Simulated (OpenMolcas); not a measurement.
## Lines of Tl II: computed and rescaled rates

- Program: OpenMolcas
- Method: MS-CASPT2, IPEA 0.25 Eh, imaginary shift 0.1 Eh (closed shells correlated: 5d)
- Basis: ANO-RCC [11s10p9d6f4g]
- Scalar Hamiltonian: DKH2, point nucleus
- Active space: 2 electrons in 8 orbitals (6s 6p 7s 7p)
- State averaging: 2S+1 = 3 even, 3 roots; 2S+1 = 1 even, 7 roots; 2S+1 = 3 odd, 3 roots; 2S+1 = 1 odd, 3 roots
- Spin-orbit coupling: RASSI with atomic mean-field integrals over the reference wave functions, term energies averaged over their components

Rates come from the transition moments of the reference wave functions (E1 and E2 in the length form). At fixed line strength A goes as λ^-3 for E1 and M1 and as λ^-5 for E2, so a rate at the computed wavelength can be rescaled to the measured one. Measured vacuum wavelengths follow from level energies in NIST Handbook of Basic Atomic Spectroscopic Data. Branching counts decays inside the model space alone, at computed energies, and the table is only a selection of the E2 and M1 lines, drawn from those between levels with measured partners whose computed energy lies within a factor of 1.5 of the measured one.

```
      Upper        Lower  Type  λ computed (nm)  λ measured (nm)  A computed (s-1)  A rescaled (s-1)  Branching %
6s 6p 3P* 2  6s 6p 3P* 1    M1             1347             1071          5.37e+00          1.07e+01         96.5
6s 6p 3P* 2  6s 6p 3P* 0    E2            984.7            814.6          1.32e-01          3.41e-01          2.4
6s 6p 3P* 2  6s 6p 3P* 1    E2             1347             1071          5.99e-02          1.89e-01          1.1
```

The largest correction is for 6s 6p 3P* 2 → 6s 6p 3P* 1 (E2): 5.99e-02 × (1347 / 1071)^5 = 1.89e-01 s-1, a factor of 3.15.

No measured rate stands beside these. Rescaling mends the energy factor alone: line strengths can still be far off where a level mixes with configurations outside the active space, and weak or spin-changing lines hang on small mixing coefficients that depend on the term gaps too, so rescaling need not improve them.

Over all roots computed the reference weight is 0.85 to 0.93; the roots of lowest weight are the least certain, and an intruder state may touch them. The run also gave levels led by 6s 7s, which use shells meant for correlation; these and all levels above them are left out. Spin-orbit splittings of 6p shells tend to come out small when the coupling is added on scalar orbitals. Measured partners are found by configuration, term and J. A level has none where our copy of the source lacks it or the pairing is in doubt (some pairs that miss far off the trend of their configuration count as doubtful). Only configurations of the active space appear.

* marks odd parity.
